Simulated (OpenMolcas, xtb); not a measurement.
**[SiCl3]+ (SMILES Cl[Si+](Cl)Cl): methods side by side**

[SiCl3]+: 4 atoms, total charge +1, spin state singlet. SMILES: `Cl[Si+](Cl)Cl`. The coordinates come from a PBE0-D4/def2-TZVP relaxation.

Each level gives the vertical energy of the triplet above the singlet (eV). The values are calculated.

```csv
level,kind,program,value (eV),CPU time (all runs)
GFN0-xTB,semi-empirical,xtb,4.47,under 2 s
HF/aug-cc-pVDZ,Hartree–Fock,OpenMolcas,6.55,86 s
SVWN5/aug-cc-pVDZ,LDA,OpenMolcas,4.99,84 s
PBE/aug-cc-pVDZ,GGA,OpenMolcas,4.90,1.9 min
TPSS/aug-cc-pVDZ,meta-GGA,OpenMolcas,4.96,3 min
r2SCAN/aug-cc-pVDZ,meta-GGA,OpenMolcas,5.09,2.7 min
M06-2X/aug-cc-pVDZ,hybrid meta-GGA,OpenMolcas,5.77,2.3 min
```

The values span 4.47 to 6.55 eV. GFN0-xTB: no spin polarisation, so open shells miss the exchange term that lowers them. CPU times are rough (shared hosts, several kinds of processor and program).
